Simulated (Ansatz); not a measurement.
## What each rung costs, and what it gives

The pair of H2 (SMILES [H][H], atoms 1–2) and AlF3 (SMILES F[Al](F)F, atoms 3–6), both closed shells, in one local arrangement (a lower one may exist), relaxed at PBE0-D4/def2-TZVP:

```
6
angstrom
H 0.6514 0.6305 -1.1836
H 0.1370 0.1625 -1.4849
F 0.3537 -1.7173 0.4529
Al -0.1766 -0.1777 0.5956
F 0.7958 0.9560 1.2633
F -1.7612 0.1459 0.3567
```

Interaction energies are counterpoise-corrected; the time is that of the whole pair.

Computed with Ansatz 0.2.0 (basis: as named in each row); correlated methods freeze the cores. B3LYP uses VWN-RPA correlation. Extrapolation: Hartree–Fock as exp(−7.88 √X), correlation as X^−2.97.

Times are rough, for one single point on 4 threads of a shared host (Intel Xeon Platinum 8259CL).

The estimate by CCSD(T) at an estimated basis limit (MP2 extrapolated from triple and quadruple zeta, plus CCSD(T) − MP2 in triple zeta) is -23.1 kJ/mol.

| method | basis | time (s) | interaction energy (kJ/mol) | method less estimate |
| --- | --- | --- | --- | --- |
| HF | STO-3G | under 1 | 36.8 | 59.9 |
| PBE-D4 | STO-3G | under 1 | 51.4 | 74.5 |
| SPW92 | def2-SVP | under 1 | -36.9 | -13.9 |
| PBE-D4 | def2-SVP | under 1 | -21.3 | 1.7 |
| B3LYP-D4 | 6-31G | under 1 | -2.6 | 20.5 |
| PBE0-D4 | def2-SVP | under 1 | -24.3 | -1.2 |
| CCSD(T) | def2-SVP | under 1 | -12.8 | 10.3 |
| PBE-D4 | def2-TZVPPD | 1 | -23.4 | -0.4 |
| revPBE-D4 | def2-TZVPPD | 1 | -17.4 | 5.7 |
| BLYP-D4 | def2-TZVPPD | 1 | -15.8 | 7.3 |
| PBE0-D4 | def2-TZVPPD | 2 | -25.9 | -2.8 |
| r2SCAN-D4 | def2-TZVPPD | 2 | -26.4 | -3.3 |
| B3LYP-D4 | def2-TZVPPD | 2 | -20.3 | 2.7 |
| HSE06-D4 | def2-TZVPPD | 2 | -25.7 | -2.6 |
| wB97M-V | def2-SVP | 2 | -22.7 | 0.4 |
| B2PLYP | def2-TZVPPD | 3 | -19.0 | 4.1 |
| wB97X-V | def2-TZVPPD | 4 | -24.4 | -1.3 |
| wB97M-V | def2-TZVPPD | 4 | -24.2 | -1.1 |
| B97M-V | def2-TZVPPD | 4 | -23.2 | -0.1 |
| MP2 | def2-QZVPPD | 7 | -20.8 | 2.3 |
| CCSD(T) | def2-TZVPPD | 28 | -20.7 | 2.3 |

T1 diagnostic: at most 0.014.
